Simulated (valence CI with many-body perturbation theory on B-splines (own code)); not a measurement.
Kr14+: E2, M1 decay

Level of theory: relativistic CI+MBPT: four valence electrons over a frozen Dirac-Fock core [Ar], radial functions for each j: 9 s, 9 p, 10 d, 8 f, 5 g, 3 h, 1 i, with the one-electron correlation potential Σ1, the two-electron term Σ2, the three-electron term Σ3, Breit, model QED; selected CI, second order for the rest (own B-spline code, finite nucleus).

No measured levels were compared; by estimate terms of the open shell hold to 2 to 4 % of their energy, and close levels can change places. Core correlation moves these levels by up to 7600 cm⁻¹, and in measured spectra 5 to 20 % of such shifts remained as error; rates that hang on mixing are uncertain with them. Only levels of the ground parity were solved; by the run's estimate the other parity begins above the list, which can be wrong where configurations are misplaced.

Lines 51 to 100 of 120 in falling wavelength, among levels below 36.029 eV, chosen from the decays that carry over 1 % of a level's rate. Wavelengths and rates use the calculated energies, so an error of 2000 cm⁻¹ moves a line at 236.2 nm by 4.7 % and its rate by three times that or more. Electric multipoles are in the length gauge, E1 and E2 with the static RPA response of the core. Weak lines are less certain than strong ones. Lines between different terms over intervals too small for the method are left out, as are lines whose strength nearly cancels. Branching is blank where the lifetime is uncertain.

Names give the largest LS component (configuration and term), which can be under half, so a name can repeat, a term be missing and a line seem to break the LS rules; names also repeat where a configuration has a term twice. Letters in brackets count levels of one name in rising energy.

```
λ vac (nm)         Upper         Lower  Type   A (s⁻¹)  Branch %
     236.2  3d4 1S_0 [a]  3d4 3P_1 [a]    M1  3.48e+02     100.0
     232.6      3d4 3D_1  3d4 3P_0 [a]    M1  4.00e+01      18.3
     221.8      3d4 3H_4      3d4 5D_3    M1  5.44e+00      17.9
     215.3      3d4 3H_5      3d4 5D_4    M1  6.42e-01      14.7
     211.2  3d4 3P_0 [a]      3d4 5D_1    M1  3.72e+02     100.0
     205.3      3d4 1F_3      3d4 3G_3    M1  1.69e+01          
     205.0      3d4 1F_3      3d4 3G_4    M1  2.56e+01          
     204.3  3d4 1D_2 [a]  3d4 3F_2 [a]    M1  3.96e+01      13.6
     204.0  3d4 3F_4 [b]  3d4 1G_4 [a]    M1  1.38e+01          
     203.0  3d4 3F_3 [a]      3d4 5D_4    M1  8.29e+00       6.6
     198.2  3d4 1D_2 [a]  3d4 3F_3 [a]    M1  8.09e+01      27.8
     194.2      3d4 1F_3  3d4 3P_2 [a]    M1  6.96e+00          
     189.9  3d4 3P_2 [b]      3d4 3D_2    M1  4.59e+01      19.6
     187.1  3d4 3F_4 [a]      3d4 5D_4    M1  1.21e+02      68.0
     187.1  3d4 1D_2 [a]  3d4 3P_1 [a]    M1  2.40e+01       8.2
     187.0  3d4 3F_3 [a]      3d4 5D_3    M1  7.85e+01      62.8
     183.5  3d4 3P_2 [b]      3d4 3D_3    M1  1.10e+01       4.7
     183.5  3d4 3P_1 [a]      3d4 5D_2    M1  2.66e+02      89.2
     181.9  3d4 3F_2 [a]      3d4 5D_3    M1  6.92e+00       6.4
     180.2  3d4 3F_2 [b]      3d4 3D_1    M1  4.58e+01      14.3
     175.9      3d4 1F_3  3d4 3F_4 [a]    M1  9.66e+00          
     173.9  3d4 3F_3 [a]      3d4 5D_2    M1  3.44e+01      27.6
     173.4  3d4 3F_4 [a]      3d4 5D_3    M1  3.08e+01      17.3
     172.7  3d4 3F_4 [b]      3d4 3D_3    M1  6.21e+01          
     172.2  3d4 3F_2 [b]      3d4 3D_2    M1  5.59e+01      17.5
     169.4  3d4 3F_2 [a]      3d4 5D_2    M1  6.06e+01      56.4
     166.9  3d4 3F_2 [b]      3d4 3D_3    M1  1.43e+01       4.5
     165.3  3d4 3P_1 [a]      3d4 5D_0    M1  1.10e+01       3.7
     163.8      3d4 1F_3  3d4 3F_3 [a]    M1  2.16e+01          
     162.6      3d4 3G_4      3d4 5D_4    M1  2.57e+01      54.7
     162.4      3d4 3G_3      3d4 5D_4    M1  7.57e+00       7.2
     159.8  3d4 3F_2 [a]      3d4 5D_1    M1  3.99e+01      37.1
     158.7  3d4 3P_2 [a]      3d4 5D_3    M1  1.22e+02      80.9
     152.1      3d4 3G_4      3d4 5D_3    M1  1.11e+01      23.7
     152.0      3d4 3G_3      3d4 5D_3    M1  4.34e+01      41.4
     151.5      3d4 3G_5      3d4 5D_4    M1  2.25e+00       4.7
     151.5  3d4 3F_4 [b]      3d4 3G_5    M1  3.41e+01          
     149.1  3d4 3P_2 [a]      3d4 5D_2    M1  1.54e+00       1.0
     144.0      3d4 1F_3      3d4 3H_4    M1  1.37e+01          
     143.2      3d4 3G_3      3d4 5D_2    M1  2.04e+01      19.5
     142.0  3d4 3F_4 [b]      3d4 3G_3    M1  2.12e+01          
     141.9  3d4 3F_4 [b]      3d4 3G_4    M1  7.34e+00          
     138.1  3d4 3F_2 [b]      3d4 3G_3    M1  1.13e+02      35.3
     134.9      3d4 3D_3      3d4 5D_4    M1  8.73e+01      56.6
     127.7      3d4 3D_3      3d4 5D_3    M1  1.98e+01      12.9
     127.3  3d4 3F_4 [b]  3d4 3F_4 [a]    M1  4.64e+01          
     126.0  3d4 3P_2 [b]  3d4 3F_3 [a]    M1  4.86e+00       2.1
     124.8      3d4 3D_2      3d4 5D_3    M1  9.18e+01      48.4
     121.8  3d4 3F_4 [b]      3d4 3H_6    E2  6.39e+00          
     121.4  3d4 3P_2 [b]  3d4 3P_1 [a]    M1  1.58e+01       6.8
```
